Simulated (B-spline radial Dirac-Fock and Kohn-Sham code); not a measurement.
**Internal conversion coefficients of Tl at 97.1 keV**

Z = 81 (thallium), transition energy 97.1 keV. Calculated with an atomic code on a B-spline grid, using a Dirac-Hartree-Slater potential of the neutral atom with a Latter tail (no hole, which puts coefficients of high multipoles low close above an edge), finite nucleus with surface currents. Subshells that would emit electrons below 1 keV are left out.

```tsv
subshell	electron energy (keV)	E1	E5	M1	M3	M5
K	11.57	0.367	0.318	7.74	104	119
L1	81.75	0.0405	548	1.20	147	10600
L2	82.40	0.0166	15900	0.127	22.5	2500
L3	84.44	0.0169	10200	0.0109	219	73300
M1	93.40	0.00909	201	0.278	42.3	4120
M2	93.68	0.00382	5260	0.0324	6.74	902
M3	94.14	0.00405	3160	0.00279	65.0	27300
M4	94.61	0.000243	2050	0.000159	1.05	758
M5	94.71	0.000282	1700	9.75e-05	0.747	3920
N1	96.25	0.00233	58.1	0.0720	11.5	1200
N2	96.38	0.000949	1430	0.00826	1.78	250
N3	96.49	0.000997	826	0.000700	16.8	7440
N4	96.69	6.42e-05	583	4.29e-05	0.293	219
N5	96.71	7.38e-05	479	2.59e-05	0.207	1120
N6	96.98	5.63e-07	2.61	2.12e-07	0.000428	2.90
N7	96.98	6.95e-07	3.12	1.99e-07	3.29e-05	3.98
total		0.464	43000	9.49	645	136000
```

Question: For a pure M3 transition, what fraction of decays emits a photon?

Answer: 1/(1 + α) = 0.00155 with the total α = 645; the total includes the outer subshells that are not listed.
